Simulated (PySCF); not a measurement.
Delta-SCF ions had no search for a lower state. Excitations are Tamm–Dancoff values on a coarser integration grid. The basis has no diffuse functions, so Rydberg states are missing or too high.

Cl₂FIn, SMILES `[F][In]([Cl])[Cl]` (charge 0, multiplicity 1)

Computed with PBE0-D4/def2-TZVP (PySCF 2.14.0).

- HOMO: -9.65 eV
- dipole moment: 1.02 D
- HOMO–LUMO gap: 6.64 eV
- LUMO: -3.01 eV
- S1 excitation (TDA): 5.24 eV
- S1 oscillator strength: 0.016
- T1 excitation (TDA): 4.82 eV
- S1–T1 gap (TDA): 0.42 eV
- vertical ionisation energy (Delta-SCF): 11.79 eV
- total energy: -32930.90 eV
- cost: very roughly 60 core-seconds

Bonds (Å): F1–In2 1.926, In2–Cl3 2.284, In2–Cl4 2.284. Bond angles (°): F1–In2–Cl3 117.4, F1–In2–Cl4 117.4, Cl3–In2–Cl4 125.2.
